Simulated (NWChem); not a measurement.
A series in which one site is exchanged, each optimised at PBE0/def2-SVP with NWChem, gas phase unless a solvent is named. For some, no frequency run checked for a minimum. def2 effective core potentials on I; no spin-orbit coupling.

A: Cl[SiH](Cl)I (SiHICl2; site = I)
B: Cl[SiH2]Cl (SiH$_{2}$Cl$_{2}$; site = H)
C: Cl[SiH](Cl)Cl (SiHCl₃; site = Cl)
D: F[SiH](Cl)Cl (SiHCl2F; site = F)

Q: Rank them by static polarisability, PBE/def2-SVPD (bohr³), lowest first.

A: D (53.8), B (56.0), C (68.2), A (91.3)
